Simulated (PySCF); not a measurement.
# Static response to an electric field

C₅H₁₃NOSi.
Numbering: `[CH3:1][O:2][SiH2:3][N:4]1[CH2:5][CH2:6][CH2:7][CH2:8]1` (hydrogens: H9, H10, H11 on C1; H12, H13 on Si3; H14, H15 on C5; H16, H17 on C6; H18, H19 on C7; H20, H21 on C8)

Cartesian coordinates in Å at the PBE0-D3(BJ)/def2-SVP level; atoms count from 1:
```
atom  x, y, z in Å
C1     3.821   -0.331    0.164
O2     2.443   -0.104    0.179
Si3    1.385   -0.699   -0.969
N4    -0.242   -0.404   -0.526
C5    -0.988   -1.237    0.418
C6    -2.276   -0.453    0.688
C7    -2.433    0.410   -0.560
C8    -0.991    0.801   -0.855
H9     4.262    0.075    1.088
H10    4.318    0.164   -0.692
H11    4.069   -1.409    0.118
H12    1.645   -0.025   -2.278
H13    1.605   -2.177   -1.071
H14   -1.210   -2.226   -0.023
H15   -0.430   -1.419    1.353
H16   -3.138   -1.108    0.884
H17   -2.145    0.194    1.570
H18   -2.835   -0.191   -1.393
H19   -3.095    1.276   -0.415
H20   -0.698    1.665   -0.225
H21   -0.831    1.095   -1.905
```

Level: PBE0/def2-SVPD (PySCF), static field, nuclei fixed, core orbitals frozen in the response. The polarisability tensor in these axes (au):

```
x   113.98  -3.43  -2.59
y    -3.43  89.04  -3.48
z    -2.59  -3.48  87.14
```

Task: Diagonalise the tensor; give its mean and Δα, where Δα² is half the sum of the squared differences of the eigenvalues.

Result: Principal values 83.91, 91.64 and 114.61 au; mean 96.72 au = 14.33 Å³ = 15.95 × 10⁻⁴⁰ C²·m²/J; Δα = 27.66 au (29 % of the mean).

Task: What is the dipole moment, and where does it point?

Result: (-0.59, -0.08, 0.05) D, 0.60 D in size, pointing from the negative to the positive side. Measured along this direction, the outermost atoms are H10 at the negative end and H16 at the positive end.

Task: Traceless (Buckingham) quadrupole moment about the centre of nuclear charge: eigenvalues?

Result: -4.79, -1.83, 6.62 D·Å. The values depend on the origin, since the dipole doesn't vanish. The electronic extent ⟨r²⟩ about the same centre is 1573 bohr², a root-mean-square distance of 2.47 Å for the 72 electrons.

Task: What molar refraction does this α imply?

Result: Lorentz–Lorenz: R = (4π/3)N_A α = 2.5225 cm³/(mol·Å³) × 14.33 Å³ = 36.2 cm³/mol, in the limit of long wavelengths.

Task: Find the Langevin capture rate constant for H3+ (3.023 u) meeting this molecule (131.077 u), k = 2.342 × 10⁻⁹ cm³/s × √(α in Å³ / reduced mass in u).

Result: The reduced mass is 2.96 u, so k = 5.16 × 10⁻⁹ cm³/s. The formula leaves out the permanent dipole, which adds to the capture rate.

Geometry: PBE0-D3(BJ)/def2-SVP, one conformer, isolated molecule.
